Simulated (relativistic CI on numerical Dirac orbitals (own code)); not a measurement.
# Tc⁴⁺: 3d photoemission

Computed with this model: Dirac-Coulomb-Breit CI, separate exchange-only KLI orbitals for each configuration, QED by a radiative potential, valence Slater integrals scaled by 0.8, multiplet model of photoemission in the sudden approximation; configurations [Kr] 4d3 → [Ar] 3d9 4s2 4p6 4d3; 300 K; Lorentzian 0.21 eV and Gaussian 0.5 eV FWHM. Energies are those of the free ion, without screening or charge transfer. The energies are binding energies and can lie tens of eV above those of solids. S is read from ⟨S²⟩ = S(S + 1).

Field parameters in Wybourne normalisation: Td as Oh with Dq negative (B⁴₀ = 21Dq, B⁴₄ = √(5/14) B⁴₀). The field is a parameter set, without covalency.

free ion: ground-state S = 1.49, centroid 317.58 eV. Peaks (eV, height): 315.5 (100), 317.5 (10), 319.3 (68), 327.3 (8).

Td, 10Dq = -8900 cm⁻¹: ground-state S = 1.47, centroid 317.61 eV. Peaks (eV, height): 315.7 (100), 319.4 (62).

Td, 10Dq = -14550 cm⁻¹: ground-state S = 1.15, centroid 317.67 eV. Peaks (eV, height): 315.8 (100), 319.4 (62).

Strongest unbroadened transitions for Td, 10Dq = -14550 cm⁻¹:

```
Energy (eV)  Relative strength
     315.14              100.0
     315.16               44.0
     315.53               53.1
     315.54               90.4
     315.65               41.5
     315.72               53.4
     315.75               42.1
     315.78               59.3
     315.84               45.2
     315.85               33.9
     315.91               38.1
     315.93               37.9
     315.98               50.2
     316.13               40.5
     316.36               58.1
     319.37               34.7
     319.38               55.9
     319.54               48.0
```
